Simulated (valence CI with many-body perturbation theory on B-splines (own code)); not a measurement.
## Cs XLII: electric-dipole lines

Method: configuration interaction combined with many-body perturbation theory (CI+MBPT): four valence electrons over a frozen Dirac-Fock core [Ne], a basis of 11 s, 11 p, 10 d, 8 f, 5 g, 2 h functions for each j, with the one-electron correlation potential Σ1, the two-electron term Σ2, the three-electron term Σ3, Breit, model QED; selected CI, second order for the rest, scaled by the run's own slope (own B-spline code, finite nucleus).

No measured spectrum was set against this ion. As an estimate, large intervals hold to a few tenths of a per cent, small ones and those within an open d or f shell to about a per cent. Among the levels kept, up to 650 cm⁻¹ of a level comes from second order outside the variational space, and about a tenth of that is noise between levels of different J, which matters for small intervals.

Lines 1 to 50 of 543 in falling wavelength, among levels below 697.29 eV, chosen from the strongest by gf and those to the six lowest levels. Wavelengths and rates use the calculated energies. Electric multipoles are in the length gauge, E1 and E2 with the static RPA response of the core. Weak lines are less certain than strong ones. Lines between different terms over intervals too small for the method are left out, as are lines whose strength nearly cancels. Where a level lies close to another of its J and parity, the split of strength between their lines is uncertain. The highest levels of a list are the least certain.

Levels are named by their leading jj configuration (3d3/2^4 stands for four electrons in 3d with j = 3/2), which in mixed levels can hold well under half, so a name can repeat and another be missing. Letters in brackets count levels of one name in rising energy.

```tsv
λ vac (nm)	Upper	Lower	A (s⁻¹)	log gf	Branch %
97.21	(3s 3p1/2^2 3p3/2) J=2	(3s^2 3p3/2^2) J=2	2.30e+05	-3.79	0.0
66.09	(3s 3p1/2^2 3p3/2) J=1	(3s^2 3p3/2^2) J=0	5.95e+05	-3.93	0.0
37.53	(3s 3p1/2^2 3p3/2) J=1	(3s^2 3p3/2^2) J=2	1.79e+07	-2.95	0.0
21.26	(3s^2 3p1/2 3d3/2) J=2	(3s^2 3p3/2^2) J=2	1.23e+07	-3.38	0.7
17.33	(3s^2 3p1/2 3d3/2) J=1	(3s^2 3p3/2^2) J=0	2.14e+07	-3.54	0.0
15.59	(3s 3p1/2 3p3/2^2) J=2 [a]	(3s^2 3p3/2^2) J=2	3.73e+08	-2.17	7.0
15.10	(3s 3p1/2 3d5/2^2) J=5	(3s^2 3d5/2^2) J=4	2.48e+09	-1.03	2.3
15.00	(3s 3p1/2 3p3/2 3d3/2) J=4	(3s^2 3p3/2 3d3/2) J=3	2.73e+09	-1.08	44.4
14.45	(3s^2 3p1/2 3d3/2) J=1	(3s^2 3p3/2^2) J=2	1.16e+08	-2.96	0.0
14.39	(3s^2 3p1/2 3d5/2) J=3	(3s^2 3p3/2^2) J=2	6.87e+08	-1.83	4.1
13.15	(3p1/2 3p3/2^2 3d5/2) J=5	(3s 3p3/2^2 3d5/2) J=4 [c]	7.91e+09	-0.65	3.5
12.60	(3s 3p1/2^2 3p3/2) J=2	(3s^2 3p1/2 3p3/2) J=2	3.92e+09	-1.33	41.8
12.44	(3s 3p1/2 3d3/2 3d5/2) J=5	(3s 3p3/2^2 3d5/2) J=4 [a]	3.68e+09	-1.03	3.4
12.40	(3s 3p1/2 3p3/2 3d5/2) J=5	(3s^2 3p3/2 3d5/2) J=4	8.00e+09	-0.69	100.0
12.04	(3s^2 3p1/2 3d5/2) J=2	(3s^2 3p3/2^2) J=2	3.56e+07	-3.41	0.0
11.93	(3p1/2^2 3p3/2 3d5/2) J=3	(3s 3p1/2 3p3/2 3d5/2) J=3 [d]	6.99e+09	-0.98	3.6
11.81	(3s 3p1/2^2 3p3/2) J=2	(3s^2 3p1/2 3p3/2) J=1	5.46e+09	-1.24	58.2
11.81	(3p1/2^2 3p3/2 3d5/2) J=4	(3s 3p1/2 3p3/2 3d5/2) J=3 [c]	8.18e+09	-0.81	4.7
11.73	(3p1/2 3p3/2^2 3d3/2) J=4	(3s 3p3/2^2 3d3/2) J=4	3.95e+09	-1.13	1.2
11.66	(3s 3p1/2 3p3/2^2) J=1 [a]	(3s^2 3p3/2^2) J=0	3.72e+09	-1.64	2.4
11.59	(3s 3p1/2 3p3/2^2) J=3	(3s^2 3p3/2^2) J=2	4.96e+09	-1.16	5.8
11.57	(3p1/2 3p3/2^2 3d5/2) J=3 [c]	(3s 3p3/2^2 3d5/2) J=2 [a]	1.17e+10	-0.78	3.2
11.52	(3s 3p1/2 3d5/2^2) J=3	(3s^2 3d5/2^2) J=2	5.93e+09	-1.08	1.9
11.44	(3s 3p1/2 3p3/2 3d5/2) J=3 [a]	(3s^2 3p3/2 3d5/2) J=2	5.77e+09	-1.10	4.6
11.38	(3p1/2^2 3p3/2 3d3/2) J=3	(3s 3p1/2 3p3/2 3d3/2) J=3 [c]	6.42e+09	-1.06	3.4
11.22	(3p1/2 3p3/2^2 3d5/2) J=2 [a]	(3s 3p3/2^2 3d5/2) J=3 [b]	7.82e+09	-1.13	2.5
11.15	(3s 3p1/2^2 3d3/2) J=2	(3s^2 3p1/2 3d3/2) J=2	7.86e+09	-1.14	42.4
11.14	(3s 3p1/2 3d5/2^2) J=5	(3s 3p3/2^2 3d5/2) J=4 [b]	6.11e+09	-0.90	5.7
11.01	(3p1/2^2 3p3/2 3d3/2) J=2	(3s 3p1/2 3p3/2 3d3/2) J=2 [c]	1.02e+10	-1.03	9.5
11.00	(3p1/2 3p3/2^2 3d5/2) J=2 [c]	(3s 3p3/2^2 3d5/2) J=3 [c]	8.20e+09	-1.13	1.2
10.98	(3p1/2^2 3p3/2 3d5/2) J=4	(3s 3p1/2 3p3/2 3d5/2) J=3 [b]	5.06e+09	-1.08	2.9
10.97	(3s 3p1/2 3p3/2 3d5/2) J=3 [d]	(3s^2 3p3/2 3d5/2) J=3	7.43e+09	-1.03	2.1
10.92	(3s 3p1/2^2 3d5/2) J=3	(3s 3p1/2 3p3/2^2) J=2 [a]	6.03e+09	-1.12	9.9
10.90	(3p1/2^2 3p3/2 3d5/2) J=4	(3s 3p1/2 3p3/2 3d5/2) J=4 [b]	5.14e+09	-1.08	2.9
10.78	(3s 3p1/2^2 3d5/2) J=2	(3s^2 3p1/2 3d5/2) J=3	1.42e+10	-0.91	22.5
10.69	(3p1/2^2 3p3/2 3d5/2) J=3	(3s 3p1/2 3p3/2 3d5/2) J=4 [c]	6.33e+09	-1.12	3.3
10.68	(3p1/2 3p3/2^2 3d5/2) J=4 [b]	(3s^2 3d5/2^2) J=4	7.90e+09	-0.92	2.0
10.65	(3s 3p1/2 3p3/2 3d5/2) J=2 [b]	(3s^2 3p3/2 3d5/2) J=2	8.77e+09	-1.13	4.1
10.62	(3s 3p1/2 3p3/2^2) J=1 [b]	(3s^2 3p3/2^2) J=0	3.57e+09	-1.74	0.7
10.61	(3p1/2 3p3/2^2 3d5/2) J=3 [a]	(3s 3p3/2^2 3d5/2) J=4 [b]	9.24e+09	-0.96	3.6
10.61	(3p1/2^2 3p3/2 3d3/2) J=1	(3s 3p1/2 3p3/2 3d3/2) J=2 [d]	1.49e+10	-1.12	6.8
10.61	(3p1/2 3p3/2^2 3d5/2) J=4 [b]	(3s 3p3/2^2 3d5/2) J=3 [a]	5.75e+09	-1.06	1.4
10.51	(3p1/2^2 3p3/2 3d5/2) J=2	(3s 3p1/2 3p3/2 3d5/2) J=2 [b]	1.78e+10	-0.83	8.8
10.47	(3p1/2 3p3/2^2 3d3/2) J=1 [c]	(3s 3p3/2^2 3d3/2) J=2 [b]	1.60e+10	-1.10	2.4
10.45	(3s 3p1/2^2 3p3/2) J=1	(3s^2 3p1/2 3p3/2) J=2	1.54e+10	-1.12	13.7
10.41	(3p1/2 3p3/2^2 3d5/2) J=3 [b]	(3s^2 3d5/2^2) J=4	8.15e+09	-1.03	1.5
10.35	(3p1/2^2 3p3/2 3d3/2) J=3	(3s 3p1/2 3p3/2 3d3/2) J=3 [b]	7.41e+09	-1.08	3.9
10.31	(3s 3p1/2 3d3/2 3d5/2) J=3 [d]	(3s 3p3/2^2 3d5/2) J=4 [a]	1.23e+10	-0.86	3.2
10.28	(3s 3p1/2 3p3/2^2) J=1 [a]	(3s^2 3p3/2^2) J=2	4.12e+09	-1.71	2.7
10.15	(3s 3p1/2 3p3/2 3d3/2) J=2 [a]	(3s 3p1/2 3p3/2^2) J=3	1.19e+10	-1.04	10.5
```
